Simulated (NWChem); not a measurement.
System: CHO2 cation; SMILES O=C=[OH+]

```xyz
4

O     -0.0165    -1.2464     0.0000
C      0.0159    -0.1075     0.0000
O     -0.0853     1.1135     0.0000
H      0.7190     1.7081     0.0000
```
Atoms are numbered in this order, from 1.

All runs use the structure optimised with PBE-D3(BJ)/def2-SVP.

Symmetry labels are those of Cs in the frame above (b1 and b2, or b-type labels, depend on it).

Task: List the 4 lowest vertical singlet excitations and the 4 lowest triplet ones from BHandHLYP/aug-cc-pVDZ, full TDDFT (NWChem).

Result: 
| state | energy (eV) | oscillator strength | symmetry | leading excitation (squared amplitude) |
|---|---|---|---|---|
| S1 | 8.17 | 0.000 | a" | HOMO → LUMO (0.95) |
| S2 | 9.13 | 0.001 | a' | HOMO−1 → LUMO (0.52) |
| S3 | 9.69 | 0.000 | a" | HOMO−1 → LUMO+2 (0.96) |
| S4 | 10.41 | 0.000 | a" | HOMO → LUMO+1 (0.91) |
| T1 | 6.77 | spin-forbidden | a' | HOMO−1 → LUMO (0.72) |
| T2 | 7.40 | spin-forbidden | a" | HOMO → LUMO (0.85) |
| T3 | 7.79 | spin-forbidden | a' | HOMO → LUMO+2 (0.76) |
| T4 | 9.07 | spin-forbidden | a" | HOMO−1 → LUMO+2 (0.87) |
